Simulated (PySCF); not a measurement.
**Dipole response of S⁻ (sulfur, charge -1)**

[Ne] 3s2 3p5, 2P determinant. All numbers are calculated (PySCF 2.14, the non-relativistic Hamiltonian (point nucleus), in def2-QZVPPD). Coupled (time-dependent) response in atomic units; α is the mean over directions.

```json
{"method": "UHF", "mean α (bohr³)": "44.66", "α xx, yy, zz": "35.66, 49.16, 49.16", "C₆ (like pair)": "448.3", "S(−4)": "689.0"}
{"method": "CAM-B3LYP", "mean α (bohr³)": "50.15", "α xx, yy, zz": "40.00, 55.22, 55.22", "C₆ (like pair)": "521.0", "S(−4)": "923.7"}
```

S(−4) is the Cauchy moment in α(ω) = α(0) + S(−4) ω² + …

α(iu) at CAM-B3LYP:

```tsv
u (hartree)	α(iu) (bohr³)
0	50.15
0.0500	47.99
0.100	42.89
0.200	31.55
0.300	22.96
0.500	13.13
0.750	7.562
1.00	4.872
1.50	2.497
2.00	1.523
3.00	0.7548
5.00	0.3171
```

A single London oscillator, α(iu) = α/(1 + u²/ω²), gives C₆ = (3/4) ω α². Matching the computed C₆ needs ω = 4 × 521.0 / (3 × 50.15²) = 0.276 hartree.

For an ion, C₆ is the dispersion term alone; charge-induced terms of lower order in 1/R come first.

The components differ because the open shell of this determinant is not spherical; for a pure term their mean is the scalar polarisability.
